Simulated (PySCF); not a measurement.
## NMR problem set

[PySCF 2.14.0 with density-fitted response routines: PBE0/pcSseg-1 with gauge-including orbitals; structure optimised with GFN2-xTB; no relativistic terms; no solvent; a single conformation; averaged over atoms made equivalent by symmetry, fast rotation or ring inversion]

δ = σ(ref) − σ, references computed at the same level: 1H, 13C vs TMS. Where no couplings were computed, multiplicities follow the n + 1 count of equivalent neighbours, and m marks all less simple cases (inequivalent or close neighbours, rings, F or P nearby). Shifts are as computed. Against solution values, carbons near 30 ppm lie about +3 ppm off and those near 130 ppm about +5 ppm (rms about the fit 2.1 ppm; single classes can miss by 10 ppm). Of 1328 compounds with measured shifts, 309 miss one by over three times the rms of a fit or turn the order of signals round; such compounds aren't used in these exercises. Signals without a measured value on file couldn't be tested in this way; 1H shifts scatter by 0.2 ppm about their fit, and single ones miss by 0.5 ppm.

**Question.** C6H12O2. 1H NMR (400 MHz, computed): δ 2.06 (s, 3H), 1.52 (s, 9H). 13C{1H} NMR (computed): δ 176.1, 80.6, 28.8, 25.0. Give a structure.

**Answer.** tert-butyl acetate (CC(=O)OC(C)(C)C). The formula gives 1 degree of unsaturation (no ring in the answer). 4 carbon signals for 6 carbons: some carbons are equivalent by symmetry or fast rotation. Carbon types of the structure: 2 × C, 4 × CH3, which accounts for all hydrogens. δC 176.1: ester carbonyl carbon; lone-pair donation from the attached heteroatom keeps it upfield of a ketone carbonyl. δC 80.6: fully substituted sp3 carbon bonded to O; deshielded by the electronegative neighbour. δC 28.8: methyl carbon; aliphatic region, no heteroatom directly attached. δH 2.06: hydrogen on a methyl carbon α to a carbonyl; α to C=O.

The data come from this structure; uniqueness wasn't tested.

**Question.** C6H12O2. 1H NMR (300 MHz, computed): δ 3.95 (t, 2H), 3.53 (t, 2H), 3.50 (s, 3H), 2.94 (m, 1H), 0.52 (m, 2H), 0.35 (m, 2H). 13C{1H} NMR (computed): δ 79.1 (CH2), 75.8 (CH2), 61.2 (CH3), 58.1 (CH), 7.4 (CH2). What is it?

**Answer.** SMILES C1C(OCCOC)C1. The formula gives 1 degree of unsaturation (1 ring in the answer). 5 carbon signals for 6 carbons: some carbons are equivalent by symmetry or fast rotation. Carbon types of the structure: 1 × CH, 4 × CH2, 1 × CH3, which accounts for all hydrogens. δC 79.1, 75.8: sp3 CH2 bonded to O; deshielded by the electronegative neighbour. δC 61.2: methyl carbon bonded to O; deshielded by the electronegative neighbour. δC 58.1, 7.4: three-membered-ring carbon. δH 3.95, 3.53: hydrogen on an sp3 CH2 bonded to O; its carbon carries O, an electronegative neighbour.

The data come from this structure; uniqueness wasn't tested.
